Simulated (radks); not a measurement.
The numbers below are computed, except where a source is named.
Question: Isoelectronic series with 57 electrons, all held in the configuration [Xe] 5d1 6s2, which need not be the ground one along the series. Code: a radial shooting solver on a logarithmic mesh with Libxc functionals. Model: scalar-relativistic Kohn-Sham, PBE, spin-unpolarised, spherical densities, finite nucleus; Fermi nuclear charge, rms radius of each element as measured or else 0.836 A^(1/3) + 0.57 fm. Total energies (hartree) and mean radii <r> (bohr):

ion,E (hartree),5d,6s,5p,5s
La,-8492.9117,3.001,4.423,1.804,1.557
Ce+,-8859.5808,2.432,3.718,1.689,1.479
Pr2+,-9235.2397,2.129,3.274,1.590,1.409
Nd3+,-9619.9200,1.923,2.956,1.503,1.345
Pm4+,-10013.6607,1.768,2.712,1.427,1.287
Sm5+,-10416.5005,1.644,2.515,1.359,1.234
Eu6+,-10828.5314,1.541,2.352,1.299,1.185
Gd7+,-11249.7888,1.453,2.213,1.244,1.140
Tb8+,-11680.3852,1.377,2.093,1.194,1.099
Dy9+,-12120.2580,1.310,1.987,1.149,1.061
Ho10+,-12569.6227,1.251,1.893,1.107,1.026
Er11+,-13028.4634,1.198,1.809,1.069,0.9925
Tm12+,-13496.9167,1.149,1.733,1.033,0.9615
Lu14+,-14462.7774,1.065,1.601,0.9688,0.9051
Hf15+,-14960.4557,1.028,1.543,0.9399,0.8793
Ta16+,-15468.0339,0.9937,1.489,0.9127,0.8549
W17+,-15985.6112,0.9618,1.439,0.8871,0.8319
Re18+,-16513.3003,0.9322,1.393,0.8630,0.8100
Os19+,-17051.1556,0.9045,1.349,0.8403,0.7893
Ir20+,-17599.3651,0.8785,1.309,0.8187,0.7695
Pt21+,-18157.9527,0.8541,1.271,0.7983,0.7507
Au22+,-18727.0782,0.8312,1.235,0.7789,0.7327
Hg23+,-19306.8180,0.8095,1.201,0.7604,0.7155

Estimate the row of Yb13+.

Answer: E (hartree) -13974.9730; 5d 1.105; 6s 1.664; 5p 0.9998; 5s 0.9324.
